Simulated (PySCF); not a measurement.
HgI2, charge -1, multiplicity 2. Atoms are numbered in the order given.

```xyz
3

Hg     0.0000     0.0000     0.0000
I      0.0000     0.0000     3.0625
I      0.0000     0.0000    -3.0625
```
Charge -1, spin multiplicity 2.

Geometry: B3LYP-D3(BJ)/def2-SVPD. The spin state was assumed, not searched. The isomer is the one that the SMILES or the coordinates give; other isomers of the formula were not compared. The def2 effective core potentials stand for the cores of Hg, I; spin–orbit coupling is left out.

Method: B3LYP-D3(BJ)/def2-SVPD in PySCF.

Frequencies are harmonic and unscaled.

Modes within 1.5 cm⁻¹ of each other (mostly degenerate sets) share a row, with their intensities summed.

Computed normal modes with their intensities:
```csv
mode,ν (cm⁻¹),IR (km/mol),moving atoms (share of kinetic energy)
1–2,9,3.5,"Hg 56 %, I 44 %"
3,75,0.0,I 100 %
4,103,33.0,"Hg 56 %, I 44 %"
```
